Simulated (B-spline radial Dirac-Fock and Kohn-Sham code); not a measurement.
What relativity does to the binding energies of Fe⁵⁺

System: Fe⁵⁺, configuration [Ar] 3d3.

Both columns are ΔSCF binding energies of the configuration average from a radial B-spline solver: non-relativistic Hartree-Fock with a point nucleus, and Dirac-Fock with a finite nucleus and the Coulomb interaction alone, averaged over the two j levels with weights 2j+1.

```tsv
shell	Hartree-Fock (eV)	Dirac-Fock (eV)	shift (eV)	shift (%)
1s	7165.3	7230.6	+65.32	+0.91
2s	946.5	960.0	+13.56	+1.43
2p	821.7	824.1	+2.31	+0.28
3s	193.8	196.1	+2.27	+1.17
3p	153.6	154.0	+0.42	+0.27
3d	96.91	96.47	-0.44	-0.45
```

Relativity binds 1s, 2s, 2p, 3s, 3p more strongly, among those listed most of all 2s in relative terms, and 3d more weakly, because the contracted s and p shells screen the nucleus better.

Values without a named source are computed, but for edge energies of neutral atoms, which are taken from tables.
